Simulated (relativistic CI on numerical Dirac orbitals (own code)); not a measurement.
## L2,3 absorption of iron in several valence states

Computed multiplet spectra 2p⁶3dⁿ → 2p⁵3dⁿ⁺¹ (Dirac-Coulomb-Breit ions, Slater integrals scaled by 0.7, an assumed crystal field that grows with the charge, no charge transfer; 300 K; Lorentzian 0.4 eV and Gaussian 0.3 eV FWHM at both edges, so that L2 comes out sharper than in experiment). Peaks over 5 % are given in eV from the highest peak in the L3 region of each spectrum (height, largest 100). S of the lowest state is read from ⟨S²⟩, and the branching ratio is the share of L3, cut at the minimum between the edges.

Field parameters in Wybourne normalisation: Oh B⁴₀ = 21Dq, B⁴₄ = √(5/14) B⁴₀. The field is a parameter set, without covalency.

- Fe²⁺ (d6, Oh, 10Dq = 10700 cm⁻¹): S = 2.00, high spin, branching ratio 0.76; peaks -1.2 (31), 0.0 (100), 1.1 (55), 2.5 (20), 11.4 (13), 12.7 (31), 15.3 (8)
- Fe³⁺ (d5, Oh, 10Dq = 13850 cm⁻¹): S = 2.50, high spin, branching ratio 0.76; peaks -1.8 (34), 0.0 (100), 1.3 (27), 3.3 (9), 4.3 (6), 11.2 (16), 12.0 (7), 13.0 (23), 14.3 (17)
- Fe⁴⁺ (d4, Oh, 10Dq = 16950 cm⁻¹): S = 1.99, high spin, branching ratio 0.67; peaks -2.1 (52), 0.0 (100), 1.3 (62), 8.4 (17), 9.9 (37), 10.9 (21), 12.2 (28), 13.4 (35), 14.5 (15)
- Fe⁵⁺ (d3, Oh, 10Dq = 20050 cm⁻¹): S = 1.50, branching ratio 0.60; peaks -3.2 (16), -1.8 (52), 0.0 (100), 1.1 (85), 3.4 (18), 5.0 (10), 10.8 (98), 12.2 (41), 13.5 (62)

The centroid of the whole edge, which also moves with the branching ratio, lies at 713.0 (Fe²⁺), 716.1 (Fe³⁺), 720.1 (Fe⁴⁺), 725.3 (Fe⁵⁺) eV in this ionic model, in steps of 3.1 to 5.2 eV. Compounds show about 1 to 2 eV a unit and lower energies for the high valences, since ligands screen the charge. The multiplet shape follows the d count and the spin state, and so serves as a fingerprint of valence.
